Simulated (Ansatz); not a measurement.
Species: C3H8Se2 (charge 0, singlet). SMILES: CCC([SeH])[SeH]
Structure (B3LYP-D3(BJ)/def2-TZVP (Ansatz, a first-principles code) minimum search):
```xyz
13

C     -2.6245    -0.1696     1.1737
C     -1.4829     0.7425     0.7265
C     -0.1473     0.0252     0.5720
Se    -0.3120    -1.4053    -0.8003
Se     1.3487     1.2652     0.2281
H     -3.5301     0.4143     1.3448
H     -2.3749    -0.6842     2.1040
H     -2.8570    -0.9296     0.4263
H     -1.7381     1.2295    -0.2181
H     -1.3421     1.5403     1.4592
H      0.1367    -0.4569     1.5061
H      1.1364    -1.6258    -0.9116
H      0.8501     1.6878    -1.0907
```

Parts of the frozen-core correlation energy in aug-cc-pVTZ (Ansatz, hartree). Frozen orbitals: 31; correlated occupied orbitals by spin: 16 and 16; virtual: 393 and 393. Spin-orbit coupling is left out. No relativistic terms.

| term | value |
|---|---|
| reference (HF) | -4918.06648 |
| MP2 opposite-spin | -0.67084 |
| MP2 same-spin | -0.19552 |
| CCSD correlation | -0.92382 |
| (T) | -0.04204 |
| T1 diagnostic | 0.011 |
| largest doubles amplitude | 0.011 |
